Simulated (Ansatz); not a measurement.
Geometry optimisation, RKS PBE0-D4/def2-SVPD in Ansatz 0.2.0.

The input (input.yaml):

```yaml
crystal:
  periodic: [false, false, false]
  atoms:
    - { symbol: W, position_ang: [-0.076168, -0.091224, 0.185311] }
    - { symbol: F, position_ang: [0.239342, 0.208562, 1.974129] }
    - { symbol: H, position_ang: [0.990228, -1.130051, -0.581409] }
    - { symbol: H, position_ang: [-1.124447, 0.974994, -0.570233] }
    - { symbol: H, position_ang: [-1.69241, -0.529912, 0.05368] }
    - { symbol: H, position_ang: [-0.519811, -1.705763, 0.033604] }
    - { symbol: F, position_ang: [0.960187, 0.967587, -1.056436] }
    - { symbol: H, position_ang: [1.862583, 1.95727, 0.960584] }
    - { symbol: H, position_ang: [1.664896, 1.749136, 1.617972] }
basis:
  gaussian: { orbitals: def2-SVPD }
hamiltonian:
  xc: pbe0
  dispersion: d4
relax:
  f_tol: 0.03
  max_steps: 50
```

Run as:

```bash
$ ansatz run input.yaml --threads 4 --pin off --max-ram 5120MiB --backend cpu --events-out ev --progress --plain --runs-dir out
```

Where does it end, and by what steps?

The forces met the threshold. The force dipped under the threshold on the way, but the program's further checks kept it going. After 13 steps the energy has fallen by 0.159 eV; H9 moved furthest, 0.80 Å.

| step | energy less start (eV) | largest force component (eV/Å) | accepted |
| --- | --- | --- | --- |
| 0 | 0.0000 | 1.554 | yes |
| 1 | -0.1044 | 0.157 | yes |
| 2 | -0.1320 | 0.164 | yes |
| 3 | -0.1508 | 0.198 | yes |
| 4 | -0.1570 | 0.072 | yes |
| 5 | -0.1576 | 0.082 | yes |
| 6 | -0.1583 | 0.105 | yes |
| 7 | -0.1588 | 0.090 | yes |
| 8 | -0.1591 | 0.032 | yes |
| 9 | -0.1592 | 0.018 | yes |
| 10 | -0.1592 | 0.038 | no |
| 11 | -0.1593 | 0.018 | yes |
| 12 | -0.1593 | 0.055 | no |
| 13 | -0.1593 | 0.011 | yes |

```xyz
9
Properties=species:S:1:pos:R:3
W -0.212 -0.243 0.136
F 0.085 0.013 1.922
H 0.843 -1.248 -0.683
H -1.216 0.845 -0.640
H -1.834 -0.664 -0.058
H -0.665 -1.853 -0.081
F 0.960 0.929 -0.859
H 2.161 2.289 1.060
H 2.182 2.332 1.819
```

Whether the end is a true minimum wasn't checked by a vibrational analysis.

The run took 21 s on 4 threads of Intel(R) Xeon(R) Platinum 8488C (Sapphire Rapids) (shared host), peak memory 0.29 GiB.
